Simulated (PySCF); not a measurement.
## CH4Zn: core ionisation energies

Compound: ZnMeH, CH₄Zn (singlet state).
Cartesian coordinates in Å at the PBE0-D3(BJ)/def2-SVP level; atoms count from 1:
```
atom  x, y, z in Å
Zn1   -0.009    0.007   -1.239
C2     0.003    0.000    0.704
H3    -0.446    0.917    1.119
H4     1.030   -0.072    1.099
H5    -0.565   -0.856    1.107
H6    -0.012    0.004   -2.790
```

The calculation used delta-SCF UKS SCAN, pcX-2 on the ionised atom (unc-x2c-TZVPall on a metal), pcseg-1 elsewhere, spin-free X2C in PySCF 2.14.0. Vertical ΔSCF values, vacuum level as zero.

Q: Give the core binding energies atom by atom.

A: 
```json
{"atom(s)": "C2", "environment": "carbon bonded to Zn and 3 H", "level": "C 1s", "binding energy (eV)": "289.73", "count": "1"}
```

Q: Which photon energy gives electrons from C 1s of C2 a kinetic energy of 150 eV, and what is their de Broglie wavelength?

A: hν = 289.73 + 150 = 439.73 eV, recoil neglected; λ = 12.264 Å/√(E/eV) = 1.00 Å.

Not every level is listed. No level of zinc is listed. Isolated species at its PBE0-D3(BJ)/def2-SVP geometry, gas phase. Metal 2p energies of this one-determinant scheme are less reliable than its 1s energies.
